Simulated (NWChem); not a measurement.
System: C2H4FNOSi; SMILES F[Si@@H]1COC=N1

```xyz
10

F      0.0493     2.0060    -0.6243
Si    -0.0338     0.7927     0.4498
C      1.2929    -0.5319     0.1250
O      0.5085    -1.6640    -0.2904
C     -0.8123    -1.4143    -0.2407
N     -1.3363    -0.3103     0.1098
H     -0.0617     1.4292     1.7866
H      1.8739    -0.8270     1.0129
H      2.0019    -0.2885    -0.6811
H     -1.3819    -2.3046    -0.5472
```
Atoms are numbered in this order, from 1.

Computed with NWChem. Pople sets run with spherical d functions. The geometry was optimised at PBE0/def2-SVP. Total energies compare along this basis series because the functional is fixed.

| level | basis functions | energy (Ha) | highest occupied level (eV) | orbital gap (eV) | dipole (D) |
|---|---|---|---|---|---|
| PBE0/STO-3G | 38 | -590.0396 | -4.50 | 8.00 | 1.99 |
| PBE0/3-21G | 66 | -594.3032 | -7.63 | 7.57 | 2.65 |
| PBE0/6-31G* | 96 | -597.5216 | (withheld) | (withheld) | (withheld) |
| PBE0/6-31+G* | 120 | -597.5371 | -8.16 | 7.58 | 2.55 |
| PBE0/6-311G** | 140 | -597.6296 | -8.05 | 7.64 | 2.54 |
| PBE0/6-311++G** | 168 | -597.6380 | -8.21 | 7.53 | 2.58 |

What belongs in the gaps?


- PBE0/6-31G*, highest occupied level (eV): -7.88
- PBE0/6-31G*, orbital gap (eV): 7.72
- PBE0/6-31G*, dipole (D): 2.42
